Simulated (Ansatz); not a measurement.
C2H6BNSe, SMILES `CB(N)C=[Se]`. Charge 0, multiplicity 1. Correlated methods include outer-core shells of Se, which these sets cover unevenly. Scalar relativity is left out up to krypton.

```json
{"atom": "C1", "x (Å)": "-1.268", "y (Å)": "-0.629", "z (Å)": "0.002"}
{"atom": "B2", "x (Å)": "0.112", "y (Å)": "0.104", "z (Å)": "-0.101"}
{"atom": "N3", "x (Å)": "0.480", "y (Å)": "0.815", "z (Å)": "-1.244"}
{"atom": "C4", "x (Å)": "1.174", "y (Å)": "0.094", "z (Å)": "1.062"}
{"atom": "Se5", "x (Å)": "0.999", "y (Å)": "-0.757", "z (Å)": "2.589"}
{"atom": "H6", "x (Å)": "-1.126", "y (Å)": "-1.692", "z (Å)": "0.218"}
{"atom": "H7", "x (Å)": "-1.849", "y (Å)": "-0.238", "z (Å)": "0.843"}
{"atom": "H8", "x (Å)": "-1.876", "y (Å)": "-0.541", "z (Å)": "-0.902"}
{"atom": "H9", "x (Å)": "-0.110", "y (Å)": "0.893", "z (Å)": "-2.056"}
{"atom": "H10", "x (Å)": "1.359", "y (Å)": "1.297", "z (Å)": "-1.338"}
{"atom": "H11", "x (Å)": "2.104", "y (Å)": "0.653", "z (Å)": "0.927"}
```

Question: Give the diagnostics of a CCSD(T)/def2-TZVPP run (frozen core, Ansatz 0.2.0). (Best estimate.)

Answer: Computed: T1 = 0.0137, largest single amplitude 0.035, largest double 0.132, (T) share of the correlation energy 4.3 %, 10 CCSD cycles. The RHF solution is unstable towards an unrestricted one. T1 lies under the customary mark of 0.02 for closed shells.
